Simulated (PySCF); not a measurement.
Potential energy curve for AlN, triplet.

Calculation: CCSD(T) on UHF/cc-pVTZ, 6 core orbitals frozen (PySCF 2.14.0).

Problem. Relative to R = 1.91 Å, what are the energies at R = 1.51, 1.76, 1.86, 2.23 Å?

Solution. 147.5 kJ/mol at 1.51 Å, 25.0 kJ/mol at 1.76 Å, 3.4 kJ/mol at 1.86 Å, 35.7 kJ/mol at 2.23 Å.

The scan ran from 1.42 to 7.20 Å; beyond the distances shown one of the unrestricted levels run for this scan, shown here or not, changes its spin distribution in one step. The unrestricted determinant behind UCCSD(T) is spin-contaminated at 1.60 to 1.86, 2.39 Å (<S²> up to 2.2, against 2.00 for a pure triplet).
